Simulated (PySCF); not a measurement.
Al(F)(NCO)(OH) (CHAlFNO2), SMILES O=C=[N][Al]([F])[OH]. Heavy atoms are numbered as in [Al:1]([F:2])([N:3]=[C:4]=[O:5])[OH:6]. Hydrogens are named by the atom that carries them.

Coordinates come from a B3LYP-D3(BJ)/def2-SVP optimisation. The structure was generated by enumeration; whether it is a known compound was not checked. Other conformers were not sampled.

Method: PBE/pcSseg-1 (PySCF).

GIAO shieldings, no solvent; atoms alike by connectivity are averaged. δ = σ(ref) − σ: ¹⁹F against CFCl3 (σ = 133.6 ppm); ¹⁵N against NH3 (σ = 267.0 ppm); ¹³C against TMS (σ = 182.0 ppm); ¹⁷O against H2O (σ = 334.3 ppm); ¹H against TMS (σ = 31.49 ppm), references at their B3LYP-D3(BJ)/def2-TZVP geometries, non-relativistic.

```
atoms    nucleus  count  δ (ppm)
-------  -------  -----  -------
F2           ¹⁹F      1        …
N3           ¹⁵N      1        …
C4           ¹³C      1    123.8
O5           ¹⁷O      1        …
O6 (OH)      ¹⁷O      1     23.6
H on O6       ¹H      1     2.11
```

Question: Some entries are withheld; supply them. (Estimate from the structure and the level; the computed values follow.)

Answer: 
- F2, δ (ppm): -224.6
- O5, δ (ppm): 141.6
- N3, δ (ppm): 43.5
